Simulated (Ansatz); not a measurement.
`C=C[SiH2][SiH2]F`. Charge 0, multiplicity 1. The structure was optimised at the PBE0-D4/def2-TZVP level. It is one conformer, not always the lowest.

```xyz
12

C    -2.074   -1.091   -0.199
C    -1.063   -0.689    0.567
Si    0.703   -0.631   -0.013
Si    1.467    1.585   -0.125
F     1.314    2.272    1.323
H    -1.919   -1.439   -1.216
H    -3.100   -1.094    0.157
H    -1.285   -0.351    1.578
H     1.594   -1.396    0.905
H     0.794   -1.221   -1.379
H     0.667    2.388   -1.087
H     2.902    1.668   -0.511
```

Question: What is the dipole moment at r2SCAN/def2-TZVPP? (An estimate is asked.)

Answer: Computed: 1.44 D, with components (-0.79, -0.88, -0.83) D in this frame, pointing from negative to positive charge.

Question: And with PBE, B3LYP, ωB97M-V? (Best estimate.)

Answer: Ansatz gave: PBE 1.40 D, B3LYP 1.49 D, ωB97M-V 1.50 D.

Question: Give the Mulliken charges with r2SCAN, ωB97M-V, PBE in def2-TZVPP. (Estimate.)

Answer: Computed: 
```csv
atom,r2SCAN,ωB97M-V,PBE
C1,-0.13,-0.18,-0.18
C2,-0.21,-0.24,-0.15
Si3,0.24,0.15,0.16
Si4,0.51,0.41,0.44
F5,-0.34,-0.32,-0.29
H6,0.08,0.10,0.09
H7,0.08,0.11,0.10
H8,0.08,0.11,0.09
H9,-0.07,-0.02,-0.05
H10,-0.08,-0.03,-0.06
H11,-0.09,-0.04,-0.07
H12,-0.09,-0.04,-0.07
```

B3LYP here is the variant with VWN-RPA as its local correlation; programs differ in this.
